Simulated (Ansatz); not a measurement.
`C[SiH](Cl)S[SiH2]Cl` + H₂ → `Cl[SiH2]S[SiH2]Cl` + CH₄  (hydrogenolysis of the Si–C bond)

Isolated molecules relaxed with PBE0-D4/def2-TZVP in Ansatz; ΔE leaves out vibrations. CCSD(T)/CBS adds triple-zeta CCSD(T) − MP2 to the extrapolated MP2 energy (def2 sets, frozen cores). This one scheme is used for every species. DFT in def2-TZVPP. B3LYP here is the variant with VWN-RPA as its local correlation; programs differ in this. One conformer a species, not always the lowest.

`C[SiH](Cl)S[SiH2]Cl`:

Cartesian coordinates in Å:
```
C -1.360 -0.903 1.799
Si -0.667 -0.406 0.155
Cl 0.078 -2.057 -0.823
S 0.887 1.013 0.535
Si 1.757 1.208 -1.394
Cl 0.372 1.720 -2.819
H -0.587 -1.360 2.420
H -2.169 -1.624 1.660
H -1.756 -0.029 2.320
H -1.683 0.182 -0.744
H 2.391 -0.050 -1.836
H 2.739 2.306 -1.273
```

H₂:

Z-matrix (Å, degrees):
```
H
H 1 0.746
```

`Cl[SiH2]S[SiH2]Cl`:

Cartesian coordinates in Å:
```
Cl 2.240 -0.968 0.376
Si 0.382 -1.584 -0.236
S -0.629 -0.079 -1.351
Si -0.496 1.570 -0.010
Cl -1.203 1.100 1.857
H 0.535 -2.722 -1.166
H -0.374 -1.959 0.976
H 0.900 2.023 0.153
H -1.353 2.621 -0.598
```

CH₄:

Cartesian coordinates in Å:
```
C 0.000 0.000 0.000
H -0.725 -0.578 -0.571
H 0.710 -0.676 0.475
H -0.518 0.579 0.764
H 0.533 0.676 -0.668
```

Problem. Is it downhill or uphill in electronic energy at CCSD(T)/CBS, and by how much? (Best estimate.)

Solution. The calculation gave: Downhill: ΔE = -2.9 kcal/mol.

Problem. What do these levels give: r2SCAN-D4, PBE0-D4, B3LYP-D4, ωB97X-V, ωB97M-V, PBE, SCS-MP2/def2-TZVPP, CCSD/def2-TZVPP, HF/def2-QZVPP, SCS-MP2/def2-QZVPP, HF/CBS(def2), CCSD/CBS(def2)? (Best estimate.)

Solution. Computed: r2SCAN-D4 -2.5, PBE0-D4 -3.0, B3LYP-D4 -3.6, ωB97X-V -3.5, ωB97M-V -2.9, PBE -4.1, SCS-MP2/def2-TZVPP -3.7, CCSD/def2-TZVPP -4.5, HF/def2-QZVPP -8.9, SCS-MP2/def2-QZVPP -3.4, HF/CBS(def2) -8.9, CCSD/CBS(def2) -4.0 kcal/mol.

Largest T1 diagnostic among the species: 0.010.

In def2-TZVPP, CCSD(T) changes the Hartree–Fock value by +5.4 kcal/mol (the triples alone add +1.1 kcal/mol) and MP2 by +6.9 kcal/mol. The D4 term adds +2.6 kcal/mol with B3LYP and +1.5 kcal/mol with PBE0; it sums over pairs of atoms, weighted by their polarisabilities, and B3LYP, whose exchange is more repulsive, gets the larger term.
